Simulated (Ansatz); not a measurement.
Reactions of ClGeH₃OSi (`Cl[SiH]1[O][GeH2]1`).

Gas-phase electronic energies from Ansatz, PBE0-D4/def2-TZVP geometries. CCSD(T)/CBS is the MP2 limit (def2-TZVPP, def2-QZVPP) plus CCSD(T) − MP2 in def2-TZVPP, frozen cores. This one scheme is used for every species, atoms too. Functionals use def2-TZVPP. Open shells (•) are unrestricted, without spin–orbit coupling. Spin–orbit coupling would lower the free atoms: a little for Cl, O, Si; clearly for Ge. For Ge outer-core shells are correlated without core-valence functions, so the limit isn't a true one: a few kJ/mol of doubt a bond, and 10 to 20 or more in all where bonds break to atoms. Scalar relativity is left out up to krypton. One conformer a species, not always the lowest.

| reaction | CCSD(T)/CBS(def2) (kJ/mol) |
| --- | --- |
| `Cl[SiH]1[O][GeH2]1` + H₂ → `[O]1[SiH2][GeH2]1` + HCl | 87 |
| `Cl[SiH]1[O][GeH2]1` → Cl• + Ge• + 3 H• + O• + Si• | 2176 |
| `Cl[SiH]1[O][GeH2]1` + H₂O → `O[SiH]1[O][GeH2]1` + HCl | ? |
| `Cl[SiH]1[O][GeH2]1` + H–F → `F[SiH]1[O][GeH2]1` + HCl | -38 |

Q: Fill in the missing values. (Best estimate.)

A: Computed: `Cl[SiH]1[O][GeH2]1` + H₂O → `O[SiH]1[O][GeH2]1` + HCl: +0.2 kJ/mol.

Largest T1 diagnostic: 0.014, for `F[SiH]1[O][GeH2]1`.
